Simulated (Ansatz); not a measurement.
Two isomers of C2H10N2Si: A = `CN(C)N[SiH3]`, B = `C[Si](C)(N)N`.

Isolated molecules relaxed with PBE0-D4/def2-TZVP in Ansatz; ΔE leaves out vibrations. CBS: MP2 limit from def2 TZ/QZ plus the TZ coupled-cluster correction, frozen cores. DFT in def2-TZVPP. B3LYP here is the variant with VWN-RPA as its local correlation; programs differ in this. One conformer a species, not always the lowest.

(1) Which is lower in electronic energy at CCSD(T)/CBS, and by how much? (An estimate is asked.)

(2) Give E(B) − E(A) in kJ/mol with ωB97M-V, LDA (SPW92), PBE0-D4, PBE-D4, HF/def2-TZVPP, CCSD(T)/def2-TZVPP, B3LYP. (Estimate.)

(3) Does the order hold for the free energy at 298.15 K (harmonic terms from PBE0-D4)? (An estimate is asked.)

Largest T1 diagnostic: 0.010.

## Answers

(1) Computed: B, by 384.9 kJ/mol.

(2) The calculation gave: ωB97M-V -380.7, LDA (SPW92) -353.1, PBE0-D4 -370.9, PBE-D4 -360.6, HF/def2-TZVPP -372.1, CCSD(T)/def2-TZVPP -376.0, B3LYP -368.4. None reverses the order clearly.

(3) Computed: Yes: G(B) − G(A) = -376.6 kJ/mol, for one conformer each. Modes under 60 cm⁻¹, often nearly free rotors, make the harmonic entropy too high.

From PBE to PBE0 (25 % exact exchange), in def2-TZVPP and without D4, E(B) − E(A) moves by −10.1 kJ/mol. At CCSD(T), def2-SVP lies +76.7 kJ/mol from the extrapolated value and def2-TZVPP +8.9 kJ/mol.
